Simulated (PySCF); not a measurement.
4-tert-butylpyridine (C9H13N), SMILES CC(C)(C)c1ccncc1. Atoms are numbered in the order given.

```xyz
23

C      1.4155    -2.0454     0.0000
C      0.0066    -1.4523     0.0000
C     -0.7310    -1.9407    -1.2552
C     -0.7310    -1.9407     1.2552
C      0.0285     0.0747     0.0000
C      1.2052     0.8281     0.0000
C      1.1334     2.2223     0.0000
N     -0.0045     2.9067     0.0000
C     -1.1307     2.1960     0.0000
C     -1.1678     0.8053     0.0000
H      1.9858    -1.7443    -0.8920
H      1.9858    -1.7443     0.8920
H      1.3557    -3.1442     0.0000
H     -1.7681    -1.5759    -1.2878
H     -0.7619    -3.0415    -1.2749
H     -0.2240    -1.5957    -2.1692
H     -0.7619    -3.0415     1.2749
H     -1.7681    -1.5759     1.2878
H     -0.2240    -1.5957     2.1692
H      2.1850     0.3498     0.0000
H      2.0582     2.8118     0.0000
H     -2.0675     2.7659     0.0000
H     -2.1360     0.2994     0.0000
```
Charge 0, spin multiplicity 1.

The structure is a stationary point at PBE0-D3(BJ)/def2-SVP.

Two levels are set side by side: PBE/pcSseg-1 (PySCF) and HF/pcSseg-1 (PySCF). GIAO shifts against NH3 (¹⁵N), TMS (¹H), TMS (¹³C) at the same level; non-relativistic, no solvent, atoms listed together averaged. Differences are taken from unrounded values.

```json
[
 {"quantity": "δ(¹³C) of C2 (ppm)", "HF": "30.0", "PBE": "39.6", "PBE minus HF": "9.6"},
 {"quantity": "δ(¹³C) of C5 (ppm)", "HF": "172.0", "PBE": "163.3", "PBE minus HF": "-8.7"},
 {"quantity": "δ(¹³C) of C7, C9 (ppm)", "HF": "161.6", "PBE": "154.9", "PBE minus HF": "-6.7"},
 {"quantity": "δ(¹⁵N) of N8 (ppm)", "HF": "360.2", "PBE": "354.7", "PBE minus HF": "-5.5"},
 {"quantity": "δ(¹H) of H21, H22 (ppm)", "HF": "9.06", "PBE": "8.94", "PBE minus HF": "-0.12"}
]
```

Rough cost on one machine, each run with all the roots and properties that it gave: HF against PBE within a factor of 2.
